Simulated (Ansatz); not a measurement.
Reaction (substitution at a C–C bond): `C=C(C)CN` + `BN` → `BNC(=C)C` + CH₃NH₂

Isolated molecules relaxed with PBE0-D4/def2-TZVP in Ansatz; ΔE leaves out vibrations. CCSD(T)/CBS is the MP2 limit (def2-TZVPP, def2-QZVPP) plus CCSD(T) − MP2 in def2-TZVPP, frozen cores. This one scheme is used for every species. Functionals use def2-TZVPP. B3LYP here is the variant with VWN-RPA as its local correlation; programs differ in this. One conformer a species, not always the lowest.

```csv
level,ΔE (kJ/mol)
B3LYP-D4,8.2
ωB97M-V,14.2
PBE,5.6
r2SCAN,6.5
PBE0,8.0
SCS-MP2/def2-QZVPP,14.8
HF/CBS(def2),12.3
CCSD/CBS(def2),14.5
```

Task: What does CCSD(T)/CBS give? (An estimate is asked.)

Result: Computed: +13.9 kJ/mol. The listed levels differ from it by -5.7, 0.3, -8.3, -7.4, -5.9, 0.9, -1.6, 0.6 kJ/mol.

Largest T1 diagnostic among the species: 0.013.
